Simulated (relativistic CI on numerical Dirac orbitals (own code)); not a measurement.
## Crystal-field levels of Ni3+, 3d7

Calculated by Dirac-Coulomb-Breit CI, KLI orbitals optimised for each configuration, model QED, valence Slater integrals scaled by 0.75, one configuration in a parametric crystal field (own radial code).

Field parameters in Wybourne normalisation: D3d B²₀ = −7Dσ, B⁴₀ = −14Dq − 21Dτ, B⁴₃ = −14√(10/7) Dq; D4h B²₀ = −7Ds, B⁴₀ = 21(Dq − Dt), B⁴₄ = 21√(5/14) Dq; Td as Oh with Dq negative (B⁴₀ = 21Dq, B⁴₄ = √(5/14) B⁴₀). The field is a parameter set, without covalency.

S and J are read from ⟨S²⟩ = S(S + 1) and ⟨J²⟩ = J(J + 1) of each level; they are not fictitious spins.

Td, 10Dq = -14200 cm⁻¹, the lowest 16 levels:

| E (cm⁻¹) | Degeneracy | Irrep | S | J |
| --- | --- | --- | --- | --- |
| 0.0 | 4 | Γ8 | 1.50 | 3.62 |
| 13845 | 4 | Γ8 | 1.48 | 3.88 |
| 14042 | 2 | Γ6 | 1.49 | 3.73 |
| 14363 | 4 | Γ8 | 1.50 | 3.35 |
| 14570 | 2 | Γ7 | 1.50 | 3.21 |
| 19287 | 4 | Γ8 | 0.54 | 4.20 |
| 19960 | 2 | Γ6 | 0.59 | 3.93 |
| 20186 | 4 | Γ8 | 0.62 | 3.93 |
| 22057 | 2 | Γ6 | 1.45 | 3.87 |
| 22570 | 4 | Γ8 | 1.43 | 3.46 |
| 22780 | 2 | Γ7 | 1.47 | 2.79 |
| 22955 | 4 | Γ8 | 1.49 | 2.63 |
| 27275 | 2 | Γ7 | 0.55 | 3.88 |
| 27636 | 4 | Γ8 | 0.53 | 3.66 |
| 30498 | 2 | Γ6 | 0.52 | 3.99 |
| 33348 | 4 | Γ8 | 0.50 | 4.60 |

D4h, 10Dq = 31250, Ds = -1000, Dt = -730 cm⁻¹, the lowest 16 levels:

| E (cm⁻¹) | Degeneracy | Irrep | S | J |
| --- | --- | --- | --- | --- |
| 0.0 | 2 | Γ7 | 0.50 | 3.96 |
| 7448 | 2 | Γ6 | 0.51 | 3.98 |
| 18678 | 2 | Γ6 | 1.50 | 4.04 |
| 18935 | 2 | Γ7 | 1.50 | 3.63 |
| 19435 | 2 | Γ6 | 1.50 | 3.74 |
| 19973 | 2 | Γ6 | 1.50 | 3.05 |
| 20117 | 2 | Γ7 | 1.50 | 2.97 |
| 20309 | 2 | Γ7 | 1.50 | 2.89 |
| 30233 | 2 | Γ7 | 0.50 | 3.88 |
| 35626 | 2 | Γ6 | 0.50 | 4.58 |
| 35683 | 2 | Γ7 | 0.50 | 4.51 |
| 36167 | 2 | Γ6 | 0.50 | 4.67 |
| 39461 | 2 | Γ6 | 0.51 | 3.78 |
| 39793 | 2 | Γ7 | 0.51 | 3.61 |
| 42849 | 2 | Γ7 | 0.50 | 3.03 |
| 43238 | 2 | Γ6 | 0.50 | 3.00 |

Principal g values of the ground doublet: 2.05, 2.05, 2.18.

D3d, 10Dq = 28800, Dσ = -920, Dτ = 70 cm⁻¹, the lowest 10 levels:

| E (cm⁻¹) | Degeneracy | Irrep | S | J |
| --- | --- | --- | --- | --- |
| 0.0 | 2 | Γ4 | 0.51 | 3.96 |
| 66.6 | 2 | Γ5+Γ6 | 0.51 | 3.99 |
| 8446 | 2 | Γ4 | 1.50 | 3.87 |
| 8629 | 2 | Γ5+Γ6 | 1.50 | 3.57 |
| 9608 | 2 | Γ4 | 1.50 | 3.80 |
| 10069 | 2 | Γ4 | 1.50 | 3.25 |
| 10335 | 2 | Γ5+Γ6 | 1.50 | 3.11 |
| 10588 | 2 | Γ4 | 1.50 | 2.90 |
| 25570 | 2 | Γ4 | 0.50 | 4.65 |
| 26432 | 2 | Γ5+Γ6 | 0.51 | 4.39 |

Principal g values of the ground doublet: 0.10, 0.10, 1.86.

The free-ion ground term has S = 3/2. The field overcomes the spin-pairing energy for D4h, 10Dq = 31250, Ds = -1000, Dt = -730 cm⁻¹; D3d, 10Dq = 28800, Dσ = -920, Dτ = 70 cm⁻¹, where the ground state has lower spin; these fields are assumed values.

Levels of this model without a field, named by their leading LS term (the scale mimics covalency, so terms lie below those of the real free ion): 4F_9/2 0, 4F_7/2 1160, 4F_5/2 1988, 4F_3/2 2547, 2G_9/2 16732, 4P_5/2 16819, 4P_3/2 17079, 4P_1/2 17642 cm⁻¹.
